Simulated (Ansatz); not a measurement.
Consider the formal exchange of groups at a Ga–H bond: `C[BH][GaH2]` + `CCCOCF` → `C[BH][GaH][CH3]` + `CCOCF`.

Computed with Ansatz on PBE0-D4/def2-TZVP structures; ΔE is electronic, products minus reactants. CCSD(T)/CBS adds triple-zeta CCSD(T) − MP2 to the extrapolated MP2 energy (def2 sets, frozen cores). DFT in def2-TZVPP. For Ga outer-core shells are correlated without core-valence functions, which leaves a few kJ/mol of doubt a bond. Scalar relativity is left out up to krypton. Each species was taken in one conformer, which may not be the lowest.

| level | ΔE (kJ/mol) | difference from CCSD(T)/CBS |
| --- | --- | --- |
| PBE-D4 | -35.4 | 3.2 |
| r2SCAN-D4 | -36.6 | 2.0 |
| PBE0-D4 | -34.2 | 4.4 |
| ωB97M-V | -33.5 | 5.1 |
| PBE | -37.1 | 1.5 |
| PBE0 | -35.5 | 3.1 |
| MP2/def2-TZVPP | -40.2 | -1.6 |
| HF/CBS(def2) | -29.8 | 8.8 |
| MP2/CBS(def2) | -42.5 | -3.9 |
| CCSD/CBS(def2) | -38.0 | 0.6 |
| CCSD(T)/CBS | -38.6 | 0 |

Largest T1 diagnostic among the species: 0.013.

In def2-TZVPP, CCSD(T) changes the Hartree–Fock value by −5.9 kJ/mol (the triples alone add −0.5 kJ/mol) and MP2 by −9.8 kJ/mol.
